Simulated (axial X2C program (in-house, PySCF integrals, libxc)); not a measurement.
## Spectroscopic constants of GaHf

Computed with an in-house all-electron X2C program for linear molecules (integrals from PySCF). Spin-free means the one-electron spin-free X2C Hamiltonian; two-component (2c) means X2C with spin–orbit coupling and atomic mean-field two-electron Coulomb and Gaunt terms, so the difference of the two also holds small scalar two-electron terms. Basis: Hf dyall-cv3z [13s14p9d7f4g], Ga dyall-cv3z [9s9p7d4f1g] (cores contracted in-house); Gaussian nuclei, density fitting, unrestricted open shells. Masses: Hf 179.947 u, Ga 68.926 u.

State, spin-free: M_S = 3/2, Λ = 0 (beyond evenly filled blocks: σα, π+α, π-α); electrons by block: σα: 21, σβ: 20, π+α: 11, π+β: 10, π-α: 11, π-β: 10, δ+α: 4, δ+β: 4, δ-α: 4, δ-β: 4, φ+α: 1, φ+β: 1, φ-α: 1, φ-β: 1. Fragments: Hf + Ga.

State, 2c: Ω = 3/2 (⟨Sz⟩ = 1.47, ⟨Lz⟩ = 0.03 at PBE0); electrons by block: 1/2: 31, -1/2: 31, 3/2: 15, -3/2: 14, 5/2: 5, -5/2: 5, 7/2: 1, -7/2: 1. Fragments: Hf + Ga.

```json
{"Hamiltonian": "spin-free", "level": "PBE0", "Re (Å)": "2.619", "ωe (cm⁻¹)": "196.5", "αe (cm⁻¹)": "0.000171", "De (eV)": "1.84", "D0 (eV)": "1.83", "k (mdyn/Å)": "1.13", "μ (D)": "-1.61"}
{"Hamiltonian": "spin-free", "level": "M06", "Re (Å)": "2.645", "ωe (cm⁻¹)": "191.2", "αe (cm⁻¹)": "0.000165", "De (eV)": "1.82", "D0 (eV)": "1.81", "k (mdyn/Å)": "1.07", "μ (D)": "-1.59"}
{"Hamiltonian": "2c", "level": "PBE0", "Re (Å)": "2.620", "ωe (cm⁻¹)": "195.4", "αe (cm⁻¹)": "0.000172", "De (eV)": "n/a", "D0 (eV)": "n/a", "k (mdyn/Å)": "1.12", "μ (D)": "-1.57"}
```

Dipoles are positive if Ga is the positive end.

One determinant describes the state; a PBE0 search over occupations chose it and may have missed a lower one. De is counted from the lowest determinant-based energies of the atoms at the same level, without counterpoise correction. De is not given where an atomic determinant may have missed its ground term or J level, or where the truncated virtual space spoils (T). Density functionals use the spin component along the axis (collinear). PBE0 can misorder states that lie within some tenths of an eV, so this need not be the ground state of the molecule. The nearest other spin-free determinant of the search, M_S = 1/2, Λ = 0, lies 0.29 eV up at the distance of the search. The functionals have no current-density term, which raises determinants with orbital currents, atoms included. With several unpaired electrons one determinant need not be a pure state. This is the top spin component of a Σ state; components of lower Ω are not single determinants and can lie lower.

No reliable constants came from CCSD (2c), CCSD (spin-free), CCSD(T) (2c), CCSD(T) (spin-free), HF (2c), HF (spin-free), M06 (2c), MP2 (2c), MP2 (spin-free): no minimum in range, unconverged points, a curve that is not smooth, a change of character along it, or the two Hamiltonians disagreeing along it.

Rough cost a point (2c) on 1 thread(s) of a shared host, integrals apart: PBE0 1.6 s.

The whole task took 4.7 min on 1 thread of AMD EPYC 9R45 96-Core Processor (Zen 5) (shared host).
